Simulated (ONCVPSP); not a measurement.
# u(r) = r·R(r): atom against pseudo-atom (Ru)

Columns: radius, all-electron u(r) and pseudo u(r) of the 4d shell (level -5.40 eV) of ruthenium in the configuration [Ar] 3d10 4s2 4p6 4d7 5s1; LDA (Perdew-Wang 92), scalar-relativistic, ONCV scheme, ONCVPSP 4.0.1.

```tsv
r (bohr)	all-electron	pseudo
0.090	-0.1331	0.0022
0.180	-0.3436	0.0166
0.270	-0.3834	0.0526
0.360	-0.2684	0.1146
0.450	-0.0770	0.2014
0.540	0.1314	0.3064
0.630	0.3232	0.4197
0.720	0.4831	0.5304
0.810	0.6066	0.6285
0.900	0.6958	0.7075
0.990	0.7548	0.7640
1.080	0.7892	0.7981
1.170	0.8041	0.8125
1.260	0.8043	0.8111
1.350	0.7937	0.7983
1.440	0.7752	0.7776
1.530	0.7514	0.7523
1.620	0.7240	0.7242
1.710	0.6944	0.6944
1.800	0.6637	0.6636
1.890	0.6326	0.6325
1.980	0.6016	0.6015
2.070	0.5711	0.5711
2.160	0.5415	0.5415
2.250	0.5129	0.5128
2.340	0.4853	0.4853
```

Task: How many radial nodes do the two functions have?

Result: The all-electron 4d function has n − l − 1 = 1; the pseudo-wave has 0, since the states of the same l below it are removed with the core.

Task: At about which radius was the pseudo-wave matched?

Result: 1.80 bohr. The columns agree to 0.0005 from 1.62 bohr on; several derivatives are matched, so the curves merge somewhat inside the radius.

Task: Is the pseudo-wave norm-conserving?

Result: Yes: the ONCV scheme keeps the norm inside the radius equal to the all-electron one, which fixes the energy derivative of the logarithmic derivative at the level.
